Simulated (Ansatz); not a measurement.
Molecule: ZnBr (charge +1, singlet). 
Geometry from a B3LYP-D3(BJ)/def2-TZVP (Ansatz, a first-principles code) optimisation:
```
Zn
Br 1 2.2139
```
Charge +1, spin multiplicity 1.

Total electronic energies in hartree. Correlated levels leave the core frozen unless marked. Spin-orbit coupling is left out. Frozen are the shells of the preceding noble gas and the d and f shells that filled before the atom's block. Non-relativistic. Basis-set limits of correlation are two-point, X^-3; Hartree-Fock from the larger set. [CCSD(T)-MP2]/basis is that difference in the basis named.

```csv
level,program,energy (Eh)
BLYP-D3(BJ)/def2-TZVPD,Ansatz + dftd3,___
r2SCANh-D4/def2-TZVPD,Ansatz + dftd4,___
MP2/def2-QZVPPD,Ansatz,-4350.73055
"MP2/CBS(def2-TZVPP,def2-QZVPP)",Ansatz,-4350.7664
RI-MP2/def2-QZVPPD,Ansatz,-4350.73033
CCSD/def2-QZVPP,Ansatz,-4350.69771
CCSD(T)/def2-TZVPPD,Ansatz,-4350.58127
"RI-MP2/CBS(def2-TZVPP,def2-QZVPP)+[CCSD(T)-MP2]/def2-QZVPP",Ansatz,-4350.7577
"CCSD(T)/CBS(def2-TZVPPD,def2-QZVPPD)",Ansatz,-4350.7578
```

Task: Complete the blanks.

Result: 
- BLYP-D3(BJ)/def2-TZVPD, energy (Eh): -4353.37545
- r2SCANh-D4/def2-TZVPD, energy (Eh): -4353.20703
